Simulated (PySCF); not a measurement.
A structure optimised at PBE-D3(BJ)/def2-SVP, used in a PySCF frequency run:

```xyz
14

B      0.8074    -0.0446     0.0000
H      1.9664     0.3454     0.0000
C     -0.4301     0.9397     0.0000
C     -0.0890     2.4338     0.0000
H     -1.0740     0.6849    -0.8762
H     -1.0740     0.6849     0.8762
H      0.5138     2.7088     0.8898
H      0.5138     2.7088    -0.8898
H     -0.9928     3.0771     0.0000
O      0.6834    -1.4009     0.0000
C     -0.5801    -2.0506     0.0000
H     -1.1770    -1.7862     0.8995
H     -0.4081    -3.1448     0.0000
H     -1.1770    -1.7862    -0.8995
```

Task: Write its SMILES, formula and point group.

Result: CCBOC, C₃H₉BO, Cs

Task: What are its rotational constants (standard atomic weights)?

Result: 14.005, 2.4044, 2.1349 GHz
